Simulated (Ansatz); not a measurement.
Ansatz (an electronic-structure program) input (HF/cc-pV(Q+d)Z):
A basis named .json is the Basis Set Exchange file of that set.

Ansatz 0.2 input:
```yaml
crystal:
  periodic: [false, false, false]
  atoms:
    - {symbol: Si, position_ang: [-0.02730288, 0.00480694, -0.00595573]}
    - {symbol: F, position_ang: [0.46303818, -0.42756321, -1.46030499]}
    - {symbol: F, position_ang: [-0.73189936, -1.29156088, 0.59115302]}
    - {symbol: N, position_ang: [-1.20639852, 1.25836920, 0.08264134]}
    - {symbol: N, position_ang: [1.33374268, 0.52748557, 0.83464489]}
    - {symbol: H, position_ang: [-1.64031848, 1.57694542, -0.78312518]}
    - {symbol: H, position_ang: [1.27740678, 1.04109160, 1.69746330]}
    - {symbol: H, position_ang: [2.27349335, 0.28579947, 0.57040605]}
basis:
  gaussian:
    orbitals: cc-pV_Q+d_Z.json
hamiltonian:
  xc: hf
magnetization: {spin_polarized: true, initial_magnetization: 1}
```

Output:

```
Functional definition: HF
integrals: 0.38 GiB planned
1552 factors; their error is unknown
mean field: 2.98 GiB planned
mean field evaluation 1: about -16289.7126 eV, gradient 3.3e1 eV
mean field evaluation 2: about -16293.0048 eV, gradient 1.7e1 eV
mean field evaluation 4: about -16293.9774 eV, gradient 1.0e0 eV
mean field evaluation 8: about -16293.9913 eV, gradient 1.2e-1 eV
mean field evaluation 16: about -16294.1861 eV, gradient 2.1e-5 eV
mean field evaluation 32: about -16292.9677 eV, gradient 1.5e0 eV
mean field evaluation 64: about -16291.7697 eV, gradient 9.0e0 eV
mean field -16294.18610408 eV, -598.8002947291 hartree, gradient 7.0e-5 eV, S^2 0.759003; 0 other end points of the search recorded, 0 dependent functions left out
reference -16294.18610408 eV, -598.8002947291 hartree; 25, 24 occupied and 349, 350 virtual orbitals, 1552 factors
Total energy: -16294.18610408 eV, -598.8002947291 hartree
```

It need not be the lowest isomer of its formula.
